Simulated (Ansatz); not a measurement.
C₃H₆FIn (`C=C[CH2][InH][F]`). Total charge 0; spin multiplicity 1. In takes the def2 core potential. The structure was optimised at the PBE0-D4/def2-TZVP level. It is one conformer, not always the lowest.

```xyz
11

C     1.262   -1.297   -0.466
C     0.306   -0.484   -0.913
C    -0.958   -0.162   -0.209
In   -0.594    1.651    0.896
F    -0.613    1.199    2.813
H     1.164   -1.825    0.477
H     2.167   -1.465   -1.036
H     0.462    0.018   -1.867
H    -1.224   -0.908    0.542
H    -1.792   -0.017   -0.895
H    -0.181    3.290    0.659
```

(1) What is the dipole moment at PBE/def2-TZVPP? (Best estimate.)

(2) And with r2SCAN, B3LYP, ωB97M-V? (Best estimate.)

(3) Give the Mulliken charges with PBE, r2SCAN, B3LYP in def2-TZVPP. (An estimate is asked.)

Answers

(1) The calculation gave: 3.19 D, with components (-0.45, 0.22, -3.15) D in this frame, pointing from negative to positive charge.

(2) Computed: r2SCAN 3.29 D, B3LYP 3.39 D, ωB97M-V 3.35 D.

(3) The calculation gave: 
```csv
atom,PBE,r2SCAN,B3LYP
C1,-0.21,-0.21,-0.23
C2,-0.17,-0.13,-0.17
C3,-0.30,-0.29,-0.34
In4,0.70,0.77,0.80
F5,-0.46,-0.51,-0.51
H6,0.09,0.08,0.10
H7,0.10,0.09,0.11
H8,0.11,0.10,0.12
H9,0.12,0.10,0.12
H10,0.12,0.10,0.12
H11,-0.09,-0.10,-0.11
```

B3LYP here is the variant with VWN-RPA as its local correlation; programs differ in this.
